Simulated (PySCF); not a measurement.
Si(H)(F)2(Br), SMILES F[SiH](Br)F (HBrF₂Si) (CAM-B3LYP/def2-SVP optimised geometry):

```
5

Si    -0.443    -0.659     0.000
F     -0.915    -1.375     1.352
F      1.158    -0.659     0.000
Br    -1.158     1.408     0.000
H     -0.940    -1.408    -1.159
```

Calculation: CAM-B3LYP/def2-TZVP (PySCF 2.14.0).

Task: What are the frontier orbital energies and the dipole moment?

Result: HOMO-2 -11.98 eV, HOMO-1 -10.67 eV, HOMO -10.62 eV, LUMO 1.24 eV, LUMO+1 1.33 eV; dipole moment 1.35 D.

Meta-Löwdin charges at CAM-B3LYP/def2-TZVP: Si1 1.32, F2 -0.49, F3 -0.49, Br4 -0.23, H5 -0.11.
